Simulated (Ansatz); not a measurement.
`F[Si](F)(F)F` + H₂S → `F[Si](F)(F)S` + H–F at 298.15 K and 1 bar (ligand exchange at the Si–F bond).

Isolated molecules relaxed with PBE0-D4/def2-TZVP in Ansatz; ΔE leaves out vibrations. CCSD(T)/CBS adds triple-zeta CCSD(T) − MP2 to the extrapolated MP2 energy (def2 sets, frozen cores). This one scheme is used for every species. One conformer a species, not always the lowest.

```tsv
species	CCSD(T)/CBS energy (Eh)	H − E (kJ/mol)	S (J/(mol·K))
`F[Si](F)(F)F`	-688.53452	48.7	283.6
H₂S	-398.97279	49.9	205.7
`F[Si](F)(F)S`	-987.07717	69.1	331.6
H–F	-100.39570	33.5	173.6
```

H − E and S are ideal-gas, rigid-rotor, harmonic terms from PBE0-D4/def2-TZVP, for one conformer and one mirror image of each species. 1 Eh = 2625.50 kJ/mol, R = 8.31446 J/(mol·K).

**Question.** By hand: ΔE, ΔH, ΔS and ΔG.

**Answer.** ΔE = (-987.07717) + (-100.39570) − (-688.53452) − (-398.97279) = 0.03444 Eh = 90.4 kJ/mol. Δ(H − E) = 69.1 + 33.5 − 48.7 − 49.9 = 4.0, so ΔH = 94.4 kJ/mol. ΔS = 331.6 + 173.6 − 283.6 − 205.7 = 15.9 J/(mol·K). ΔG = 94.4 − 298.15 × (15.9)/1000 = 89.7 kJ/mol.

**Question.** By hand: the equilibrium constant, and the temperature at which ΔG would vanish if ΔH and ΔS stayed fixed.

**Answer.** log₁₀ K = −ΔG/(RT ln 10) = -15.7. ΔG = 0 at ΔH/ΔS = 5937 K, far beyond where these terms or the molecules hold.

ΔH outweighs TΔS. A doubt of 5 kJ/mol in ΔE shifts log₁₀ K by 0.9 here. Other conformers and mirror images would add mixing entropy, several J/(mol·K) or more a flexible species. These are equilibria of isolated gas molecules and say nothing of rates. Largest T1 diagnostic: 0.012 (customary marks: 0.02 for closed shells, 0.045 for open ones).
